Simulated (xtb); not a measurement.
xtb input:

```bash
xtb mol.xyz --gfn 2 --sp --chrg 1 --uhf 0
```
mol.xyz:
```
3

Au    -0.00000000    -0.00000000    -0.38970921
C      0.00000000     0.00000000     1.56191217
O      0.00000000     0.00000000     2.67694432
```

### Question
What final total energy does it print?

### Answer
-9.53500 Eh (GFN2-xTB).
